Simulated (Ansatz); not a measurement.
Reaction (formal exchange of groups at the Si–Si bond): `[SiH3][SiH2]S` + `[SnH4]` → `S[SiH2][SnH3]` + SiH₄

Calculated with Ansatz (gas phase, PBE0-D4/def2-TZVP geometries, no zero-point term in ΔE). CCSD(T)/CBS is the MP2 limit (def2-TZVPP, def2-QZVPP) plus CCSD(T) − MP2 in def2-TZVPP, frozen cores. This one scheme is used for every species. Functionals use def2-TZVPP. B3LYP here is the variant with VWN-RPA as its local correlation; programs differ in this. Elements past krypton have def2 core potentials. For Sn outer-core shells are correlated without core-valence functions, which leaves a few kJ/mol of doubt a bond. Each species was taken in one conformer, which may not be the lowest.

`[SiH3][SiH2]S`:

Z-matrix (Å, degrees):
```
Si
Si 1 2.338
H 1 1.487 2 109.5
H 1 1.486 2 110.0 3 119.9
H 1 1.486 2 110.0 3 -119.8
S 2 2.143 1 106.2 3 -179.6
H 2 1.488 1 110.6 3 60.1
H 2 1.488 1 110.6 3 -59.3
H 6 1.344 2 95.4 1 -179.6
```

`[SnH4]`:

Cartesian coordinates in Å:
```
Sn 0.000 0.000 0.000
H -0.508 1.617 -0.170
H -0.107 -0.790 -1.506
H -0.998 -0.793 1.130
H 1.614 -0.034 0.546
```

`S[SiH2][SnH3]`:

```xyz
9

S     1.862    0.708   -1.548
Si    0.489   -0.747   -0.775
Sn   -0.822    0.193    1.218
H     0.934    1.664   -1.725
H    -0.441   -1.231   -1.832
H     1.356   -1.878   -0.358
H    -1.547    1.672    0.761
H    -2.055   -0.873    1.729
H     0.224    0.491    2.531
```

SiH₄:

Cartesian coordinates in Å:
```
Si 0.000 0.000 0.000
H -0.119 1.478 -0.077
H -1.314 -0.584 0.371
H 1.010 -0.363 1.026
H 0.423 -0.532 -1.320
```

```json
{"level": "PBE-D4", "ΔE (kJ/mol)": "-22.6", "difference from CCSD(T)/CBS": "8.2"}
{"level": "B3LYP-D4", "ΔE (kJ/mol)": "-26.8", "difference from CCSD(T)/CBS": "4.0"}
{"level": "r2SCANh-D4", "ΔE (kJ/mol)": "-24.0", "difference from CCSD(T)/CBS": "6.8"}
{"level": "revPBE", "ΔE (kJ/mol)": "-22.5", "difference from CCSD(T)/CBS": "8.3"}
{"level": "B3LYP", "ΔE (kJ/mol)": "-26.3", "difference from CCSD(T)/CBS": "4.5"}
{"level": "r2SCAN0", "ΔE (kJ/mol)": "-24.3", "difference from CCSD(T)/CBS": "6.5"}
{"level": "SCS-MP2/def2-TZVPP", "ΔE (kJ/mol)": "-29.8", "difference from CCSD(T)/CBS": "1.0"}
{"level": "CCSD(T)/def2-TZVPP", "ΔE (kJ/mol)": "-25.0", "difference from CCSD(T)/CBS": "5.8"}
{"level": "SCS-MP2/def2-QZVPP", "ΔE (kJ/mol)": "-32.7", "difference from CCSD(T)/CBS": "-1.9"}
{"level": "CCSD/CBS(def2)", "ΔE (kJ/mol)": "-30.7", "difference from CCSD(T)/CBS": "0.1"}
{"level": "CCSD(T)/CBS", "ΔE (kJ/mol)": "-30.8", "difference from CCSD(T)/CBS": "0"}
```

Largest T1 diagnostic among the species: 0.013.

At CCSD(T), def2-SVP lies +4.3 kJ/mol from the extrapolated value and def2-TZVPP +5.8 kJ/mol. Leaving LDA and LC-ωPBE aside and taking each functional with its dispersion term where it has one, the values, not all of them listed here, spread over 14.8 kJ/mol, from BHLYP-D4 to B97M-V.
